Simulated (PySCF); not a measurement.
# Cl+: ionisation energy

Cl+ [Ne] 3s2 3p4 (3P) → Cl(2+) [Ne] 3s2 3p3 (4S), as a difference of total energies. All numbers are calculated (PySCF 2.14, no relativity, point nucleus, in cc-pV(D+d)Z). Correlated levels: valence: [Ne] frozen. The calculations carry no spin-orbit coupling.

| method | ionisation energy (eV) | error (eV) |
| --- | --- | --- |
| UHF | 22.562 | -1.209 |
| PBE | 23.841 | +0.070 |
| M06-2X | 23.807 | +0.036 |
| MP2 (valence) | 23.013 | -0.758 |
| SCS-MP2 (valence) | 23.037 | -0.734 |
| CCSD (valence) | 23.019 | -0.752 |
| CCSD(T) (valence) | 23.028 | -0.743 |

Reference: 23.771 eV (measured; NIST levels, between the centres of gravity of the two terms).

Errors of the correlated levels include the incompleteness of this basis and the frozen core.
